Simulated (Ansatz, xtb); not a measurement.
# Relaxing a trial structure of AlCl2GaH2

The starting geometry of this gas-phase singlet has its atoms placed at random.

```yaml
atoms:
  - { symbol: Al, position_ang: [-0.5206, 0.9903, -0.1832] }
  - { symbol: Cl, position_ang: [-0.8906, -0.9540, -1.4128] }
  - { symbol: Cl, position_ang: [1.0601, 0.5987, 1.3009] }
  - { symbol: Ga, position_ang: [-1.3048, -0.5277, 1.2430] }
  - { symbol: H, position_ang: [0.6053, -0.6959, -0.5558] }
  - { symbol: H, position_ang: [2.0924, -0.2517, 0.4205] }
```

**Question.** Guess where an optimisation with r2SCAN-D4/def2-SVP ends from this start.

**Answer.** It falls apart into AlCl2Ga + H2. Distances that change by over a tenth: Al1–Cl3 (2.20 → 2.44 Å). Contacts that open: Al1–Ga4 (2.23 → 3.66 Å), Cl3–H6 (1.60 → 3.38 Å). Contacts that close: Cl2–Ga4 (2.72 → 2.52 Å), Cl3–Ga4 (2.62 → 2.52 Å), H5–H6 (1.83 → 0.76 Å).

The energy falls by 7.63 eV over 22 steps:

```tsv
step	E − E(last) (eV)
1	7.632
3	3.765
6	1.360
8	0.683
10	0.076
13	0.006
15	0.004
17	0.003
20	0.000
22	0.000
```

Final geometry (Å):

```yaml
atoms:
  - { symbol: Al, position_ang: [-0.4491, 1.7938, -0.6267] }
  - { symbol: Cl, position_ang: [-1.5498, -0.3670, -0.8463] }
  - { symbol: Cl, position_ang: [0.0479, 1.1260, 1.6619] }
  - { symbol: Ga, position_ang: [-0.8332, -1.2174, 1.4095] }
  - { symbol: H, position_ang: [1.7400, -1.2636, -0.6815] }
  - { symbol: H, position_ang: [2.0860, -0.9123, -0.1044] }
```

From the same start GFN2-xTB ends elsewhere, in pieces: AlCl2Ga + H2.

From so rough a start the end depends on the optimiser's path, so another program may land elsewhere. No frequencies were run, so the end isn't proven a minimum. Run with Ansatz 0.2.0, 3.3 min on 1 thread of Arm Neoverse N1 (shared host).
